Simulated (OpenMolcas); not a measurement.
**Pd3+: moving or changing the point charges**

Pd3+ among 6 point charges of -1.7 e arranged as a trigonal antiprism (D3d), 2.12 Å from the ion, with a polar angle of 60.8° against the regular 54.74°.
```
   0.0000    1.8498    1.0357  -1.70
  -1.6020   -0.9249    1.0357  -1.70
   1.6020   -0.9249    1.0357  -1.70
   0.0000   -1.8498   -1.0357  -1.70
   1.6020    0.9249   -1.0357  -1.70
  -1.6020    0.9249   -1.0357  -1.70
```

| Property | Result |
| --- | --- |
| Program | OpenMolcas |
| Method | CASSCF |
| Basis | ANO-RCC-VDZP [6s5p3d1f] |
| Scalar Hamiltonian | DKH2, point nucleus |
| Active space | 7 electrons in 5 orbitals (4d) |
| State averaging | 2S+1 = 4 even, 10 roots; 2S+1 = 2 even, 40 roots |
| Spin-orbit coupling | RASSI with atomic mean-field integrals over the reference wave functions |

Runs around this geometry, states (labels of D3, the rotations of D3d). Energies in cm-1 above the lowest state or level, χT in cm3 K/mol.

```csv
R (Å),q (e),Polar angle / regular,Ground state,First state of that spin,First gap with spin-orbit (degeneracies),χT at 300 K,First state of another spin
2.12,-0.85,1.11,4A2,4E 129.7,"435.7 (2, 2)",4.340,2E 15825
2.12,-1.7,1.11,4E,4A2 342.0,"634.9 (2, 2)",3.758,2E 13792
2.37,-1.7,1.11,4E,4A2 54.2,"477.2 (2, 2)",4.213,2E 15397
2.12,-1.7,1.2,4E,4A2 584.4,"409.6 (2, 2)",4.027,2E 13392
```

The ground state changes within this set.

Without dynamic correlation the repulsion within the d shell is too large (B by tens of per cent), so at a given field states of lower spin stand too high. Point charges give a weaker field than real ligands, and real ions of this kind are as a rule low spin; the high spin found here belongs to the model. Spin-orbit coupling mixes the spin-free states strongly: the lowest level takes only 54 % from its leading state, 4E, which lies 130 cm-1 above the lowest spin-free state (figures for R = 2.12, q = -0.85, ratio = 1.11; the like holds for R = 2.12, q = -1.7, ratio = 1.11, R = 2.37, q = -1.7, ratio = 1.11, R = 2.12, q = -1.7, ratio = 1.2). The ground term spreads over less than 5000 cm-1, several times less than with real ligands, so orbital moments are less quenched and χT lies further from the spin-only value than at real sites (holds for R = 2.12, q = -0.85, ratio = 1.11). An orbital doublet at a regular site is open to a Jahn-Teller distortion, which this geometry leaves out (holds for R = 2.12, q = -1.7, ratio = 1.11; R = 2.37, q = -1.7, ratio = 1.11; R = 2.12, q = -1.7, ratio = 1.2). This shell can be high or low spin here, a state of another spin lies low, and with metal d orbitals alone active their balance is uncertain, so the ground spin may be wrong (holds for R = 2.12, q = -1.7, ratio = 1.11; R = 2.12, q = -1.7, ratio = 1.2). This is an electrostatic model: the charges have no orbitals. No measured value stands beside these numbers.
